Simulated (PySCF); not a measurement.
# Computed properties of C3, SMILES [C]=C=[C]

C3, SMILES [C]=C=[C] (connectivity only; charge and spin as stated), neutral, multiplicity 1. Geometry: PBE0-D3(BJ)/def2-TZVP. The isomer is the one that the SMILES or the coordinates give; other isomers of the formula were not compared. The values are those of a single conformer. All values are computed for the isolated molecule unless a solvent is named; none is compared with measurement here.

**Structure.** The optimised structure has D∞h symmetry. All 4 harmonic modes at PBE0-D3(BJ)/def2-TZVP (PySCF) are real, so it is a minimum. With heavy atoms numbered as in [C:1]=[C:2]=[C:3], the shortest bond between them is C1–C2 at 1.288 Å and the longest C2–C3 at 1.288 Å.

**Vibrations.** The strongest infrared lines (harmonic, unscaled, degenerate partners summed) lie at 2157 cm⁻¹ (915 km/mol, C 100 %), 83 cm⁻¹ (32 km/mol, C 100 %). The softest mode is at 83 cm⁻¹ and the zero-point energy is 5.1 kcal/mol.

**Electronic structure.** HF/def2-TZVPD (PySCF) places the frontier levels at -12.83 and -0.53 eV, a gap of 12.30 eV, and gives a dipole moment of 0.00 D and a mean polarisability of 33.9 bohr³. PBE/def2-TZVPD (PySCF) at the same geometry gives -7.94 and -5.55 eV, so its gap is 9.91 eV narrower. An orbital gap is neither the optical nor the fundamental gap.

**Excitations.** TDA-CAM-B3LYP/def2-TZVPD (PySCF) has S1 at 3.69 eV (336 nm, f = 0.075, bright); the most intense of the 10 singlets computed lies at 9.58 eV (f = 1.18). Strengths of degenerate partners are summed. T1 (TDA) is at 2.25 eV, 1.44 eV under S1. No vertical singlet excitation falls in the visible range (under 3.1 eV).

**NMR.** GIAO shifts at B3LYP/pcSseg-2 (PySCF) (non-relativistic, atoms alike by connectivity averaged): ¹³C from 157.5 to 381.1 ppm against TMS.
